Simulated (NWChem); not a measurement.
System: CH4OSe; SMILES CO[SeH]

Parts of the log:

```
             Northwest Computational Chemistry Package (NWChem) 7.3.0
             --------------------------------------------------------

                             Geometry "geometry" -> ""
                             -------------------------

 Output coordinates in angstroms (scale by  1.889725989 to convert to a.u.)

  No.       Tag          Charge          X              Y              Z
 ---- ---------------- ---------- -------------- -------------- --------------
    1 Se                  34.0000    -0.01316100    -0.72606300     0.05327300
    2 H                    1.0000    -0.43121600    -0.82065400    -1.36643600
    3 O                    8.0000     0.64106100     0.95592200    -0.02963500
    4 C                    6.0000    -0.31765100     1.98224300     0.02903700
    5 H                    1.0000    -0.96112700     1.91231300     0.92394000
    6 H                    1.0000     0.24486600     2.92830600     0.06958900
    7 H                    1.0000    -0.96768700     1.99972600    -0.86571800

 Effective nuclear repulsion energy (a.u.)     185.3041891532

                              NWChem Property Module
                              ----------------------

  itol2e modified to match energy
  convergence criterion.

                                 NWChem DFT Module
                                 -----------------

 Summary of "ao basis" -> "ao basis" (spherical)
 ------------------------------------------------------------------------------
       Tag                 Description            Shells   Functions and Types
 ---------------- ------------------------------  ------  ---------------------
 Se                         6-311g**                18       44   8s7p3d
 H                          6-311g**                 4        6   3s1p
 O                          6-311g**                 8       18   4s3p1d
 C                          6-311g**                 8       18   4s3p1d

  itol2e modified to match energy
  convergence criterion.

            General Information
            -------------------
          SCF calculation type: DFT
          Wavefunction type:  closed shell.
          No. of atoms     :     7
          No. of electrons :    52
           Alpha electrons :    26
            Beta electrons :    26
          Charge           :     0
          Spin multiplicity:     1
          Use of symmetry is: off; symmetry adaption is: off
          Maximum number of iterations: 150
          AO basis - number of functions:   104
                     number of shells:    50
          Convergence on energy requested:  1.00D-07
          Convergence on density requested:  1.00D-05
          Convergence on gradient requested:  5.00D-04

              XC Information
              --------------
                         B3LYP Method XC Potential
                     Hartree-Fock (Exact) Exchange  0.200
                        Slater Exchange Functional  0.800 local
                    Becke 1988 Exchange Functional  0.720 non-local
              Lee-Yang-Parr Correlation Functional  0.810
                  VWN I RPA Correlation Functional  0.190 local

             Grid Information
             ----------------
          Grid used for XC integration:  fine
          Radial quadrature: Mura-Knowles
          Angular quadrature: Lebedev.
          Tag              B.-S. Rad. Rad. Pts. Rad. Cut. Ang. Pts.
          ---              ---------- --------- --------- ---------
          Se                  1.15      140          11.0       974
          H                   0.35       60          11.0       590
          O                   0.60       70           8.0       590
          C                   0.70       70          10.0       590
          Grid pruning is: on
          Number of quadrature shells:   520
          Spatial weights used:  Erf1

      Superposition of Atomic Density Guess
      -------------------------------------

 Sum of atomic energies:       -2514.21015592

[...]

          -----------------------------------------
          Chemical Shielding Tensors (GIAO, in ppm)
          -----------------------------------------

                                NWChem CPHF Module
                                ------------------

  scftype          =     RHF
  nclosed          =       26
  nopen            =        0
  variables        =     2028
  # of vectors     =        3
  tolerance        = 0.10D-03
  level shift      = 0.00D+00
  max iterations   =       50
  max subspace     =       30

 SCF residual:    4.7411197995964424E-004

Iterative solution of linear equations
  No. of variables     2028
  No. of equations        3
  Maximum subspace       30
        Iterations       50
       Convergence  1.0D-04

   iter   nsub   residual    time
   ----  ------  --------  ---------
     1      3    7.62D-01      35.5
     2      6    8.79D-02      40.6
     3      9    3.75D-03      45.7
     4     12    4.58D-04      50.8
     5     15    2.01D-05      56.0

      Atom:    1  Se
        Diamagnetic
   2990.3445      4.8166      1.6530
      4.8166   3002.0885     -0.2020
      1.6530     -0.2020   2995.0403

        Paramagnetic
  -2151.0150    572.3665   -323.0964
    572.3665  -1266.8168    523.5519
   -323.0964    523.5519  -4171.4798

        Total Shielding Tensor
    839.3295    577.1831   -321.4434
    577.1831   1735.2717    523.3499
   -321.4434    523.3499  -1176.4395

           isotropic =     466.0539
          anisotropy =    2380.9319

          Principal Components and Axis System
                 1           2           3
             2053.3419  -1349.7278    694.5476

      1         0.4036      0.1936      0.8942
      2         0.9086     -0.1992     -0.3670
      3         0.1071      0.9607     -0.2563

      Atom:    2  H
        Diamagnetic
     20.3602      2.2731      7.8574
      2.2731     22.4451      3.2367
      7.8574      3.2367     42.7065

        Paramagnetic
     -0.0316      1.4593     -5.4934
      1.4593      4.6364      0.6559
     -5.4934      0.6559    -18.3628

        Total Shielding Tensor
     20.3286      3.7325      2.3640
      3.7325     27.0815      3.8926
      2.3640      3.8926     24.3437

           isotropic =      23.9179
          anisotropy =      11.4800

          Principal Components and Axis System
                 1           2           3
               31.5713     21.6007     18.5818

      1         0.3655     -0.0627      0.9287
      2         0.7644     -0.5492     -0.3379
      3         0.5312      0.8334     -0.1528

      Atom:    3  O
        Diamagnetic
    383.2829     -1.8381     -1.4152
     -1.8381    418.3784      0.1672
     -1.4152      0.1672    364.4314

        Paramagnetic
    -33.2343     34.4828     42.9750
     34.4828   -100.5517    -34.3101
     42.9750    -34.3101     52.9569

        Total Shielding Tensor
    350.0486     32.6447     41.5599
     32.6447    317.8267    -34.1429
     41.5599    -34.1429    417.3883

           isotropic =     361.7545
          anisotropy =     117.2205

          Principal Components and Axis System
                 1           2           3
              439.9015    366.9451    278.4168

      1         0.3665      0.7511     -0.5491
      2        -0.1584      0.6320      0.7586
      3         0.9168     -0.1910      0.3506

      Atom:    4  C
        Diamagnetic
    247.8797     -7.0317     -0.1254
     -7.0317    252.6219      0.4871
     -0.1254      0.4871    241.8036

        Paramagnetic
   -135.1966    -35.2427     -3.5735
    -35.2427   -100.5211      1.2864
     -3.5735      1.2864   -169.5579

        Total Shielding Tensor
    112.6832    -42.2743     -3.6989
    -42.2743    152.1008      1.7735
     -3.6989      1.7735     72.2458

           isotropic =     112.3432
          anisotropy =     100.2077

          Principal Components and Axis System
                 1           2           3
              179.1484     86.0852     71.7962

      1        -0.5377      0.8303      0.1466
      2         0.8425      0.5358      0.0554
      3         0.0326     -0.1533      0.9876

      Atom:    5  H
        Diamagnetic
     29.2672     -2.9035     -7.5108
     -2.9035     27.3954      1.5821
     -7.5108      1.5821     30.9568

        Paramagnetic
     -1.0368     -0.7798      5.5023
     -0.7798      1.7451      0.7683
      5.5023      0.7683     -3.4492

        Total Shielding Tensor
     28.2305     -3.6833     -2.0086
     -3.6833     29.1404      2.3504
     -2.0086      2.3504     27.5076

           isotropic =      28.2928
          anisotropy =       8.4006

          Principal Components and Axis System
                 1           2           3
               33.8933     26.0132     24.9720

      1        -0.5943      0.3221      0.7370
      2         0.6760     -0.2964      0.6746
      3         0.4357      0.8991     -0.0416

      Atom:    6  H
        Diamagnetic
     26.7455      4.2695      0.2849
      4.2695     39.0549      0.6652
      0.2849      0.6652     23.4002

        Paramagnetic
     -1.5954     -5.1056     -0.3682
     -5.1056     -4.4477     -0.2854
     -0.3682     -0.2854      0.3481

        Total Shielding Tensor
     25.1500     -0.8362     -0.0833
     -0.8362     34.6072      0.3798
     -0.0833      0.3798     23.7483

           isotropic =      27.8352
          anisotropy =      10.2884

          Principal Components and Axis System
                 1           2           3
               34.6941     25.0785     23.7328

      1        -0.0875      0.9954      0.0399
      2         0.9955      0.0888     -0.0318
      3         0.0352     -0.0370      0.9987

      Atom:    7  H
        Diamagnetic
     29.4933     -3.3790      7.6434
     -3.3790     27.6738     -2.1219
      7.6434     -2.1219     30.8134

        Paramagnetic
     -0.9417     -0.5859     -5.6301
     -0.5859      2.2987     -0.0132
     -5.6301     -0.0132     -3.8352

[...]
```

Level: B3LYP/6-311G** (spherical d), GIAO. Geometry: optimised at PBE0/def2-SVP. The printed shielding anisotropy is the first printed principal value minus the mean of the other two.

Q: Which NWChem input produces such a log?

A: This is not unique; one that fits is the input that was run:
```
start job
memory heap 200 mb stack 900 mb global 1100 mb
geometry units angstroms noautosym nocenter noautoz
  Se    -0.013161    -0.726063     0.053273
  H     -0.431216    -0.820654    -1.366436
  O      0.641061     0.955922    -0.029635
  C     -0.317651     1.982243     0.029037
  H     -0.961127     1.912313     0.923940
  H      0.244866     2.928306     0.069589
  H     -0.967687     1.999726    -0.865718
end
basis spherical
  Se library 6-311g**
  H library 6-311g**
  O library 6-311g**
  C library 6-311g**
end
dft
  xc b3lyp
  iterations 150
end
property
  shielding
end
task dft property
```
